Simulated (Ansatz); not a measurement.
Isolated molecules relaxed with PBE0-D4/def2-TZVP in Ansatz; ΔE leaves out vibrations. CCSD(T)/CBS is the MP2 limit (def2-TZVPP, def2-QZVPP) plus CCSD(T) − MP2 in def2-TZVPP, frozen cores. DFT in def2-TZVPP. B3LYP here is the variant with VWN-RPA as its local correlation; programs differ in this. def2 core potentials past Kr. For Sn outer-core shells are correlated without core-valence functions, which leaves a few kJ/mol of doubt a bond. One conformer a species, not always the lowest.

`N#[C][SnH2][C]#N` + `OC(F)[SiH3]` → `N#COC(F)[SiH3]` + `N#[C][SnH3]`  (substitution at a C–Sn bond)

```json
{"level": "B3LYP-D4", "ΔE (eV)": "0.98"}
{"level": "ωB97M-V", "ΔE (eV)": "1.07"}
{"level": "B3LYP", "ΔE (eV)": "0.98"}
{"level": "CCSD(T)/def2-TZVPP", "ΔE (eV)": "1.14"}
```

Problem. What does CCSD(T)/CBS give? (Estimate.)

Solution. Ansatz gave: +1.20 eV. The listed levels differ from it by -0.22, -0.13, -0.22, -0.06 eV.

Largest T1 diagnostic among the species: 0.015.

In def2-TZVPP, CCSD(T) changes the Hartree–Fock value by +0.07 eV (the triples alone add −0.01 eV) and MP2 by +0.13 eV. From PBE to PBE0 (25 % exact exchange), in def2-TZVPP and without D4, ΔE moves by +0.05 eV.
